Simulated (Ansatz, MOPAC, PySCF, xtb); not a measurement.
H2 (SMILES [H][H]) and CH6Si (SMILES C[SiH3]) are pulled apart as rigid monomers along the line of their centres of mass, from the B3LYP-D3(BJ)/def2-TZVP minimum. Starting geometry (charge 0, multiplicity 1):
```
atom    x (Å)    y (Å)    z (Å)
----  -------  -------  -------
H     -0.6120   0.3041   0.1378
H      0.0307   0.2685  -0.2356
C      0.7508  -1.1221   3.2376
Si    -0.2496   0.4391   3.5205
H      1.7116  -1.0662   3.7525
H      0.9446  -1.2722   2.1744
H      0.2178  -1.9982   3.6117
H     -0.5122   0.6348   4.9674
H     -1.5544   0.3587   2.8191
H      0.4777   1.6278   3.0132
```

Interaction energies with rigid monomers; basis-set methods are counterpoise corrected unless marked otherwise.

Frozen-core correlation. The state reached by AM1, PM7 isn't checked; PM7 holds dispersion and hydrogen-bond terms.

Programs: Ansatz (a program for electronic structure); MOPAC for AM1, PM7 (differences of heats of formation); PySCF for the dispersion terms; xtb for the GFN methods. Each number belongs to the level named beside it.

```tsv
H1···Si4 (Å)	AM1 (kcal/mol)	PM7 (kcal/mol)	GFN2-xTB (kcal/mol)	PBE0-D4/def2-TZVPPD (kcal/mol)	CCSD(T)/aug-cc-pV(D+d)Z (kcal/mol)
3.07	0.54	2.08	0.07	-0.42	0.01
3.40	0.20	0.56	-0.33	-0.59	-0.32
3.91	0.03	-0.14	-0.32	[?]	-0.28
4.76	0.01	-0.12	-0.14	-0.18	[?]
6.11	0.00	-0.03	-0.03	-0.04	-0.03
```

Task: Complete the blanks.

Result: 
- 4.76, CCSD(T)/aug-cc-pV(D+d)Z (kcal/mol): -0.11
- 3.91, PBE0-D4/def2-TZVPPD (kcal/mol): -0.45
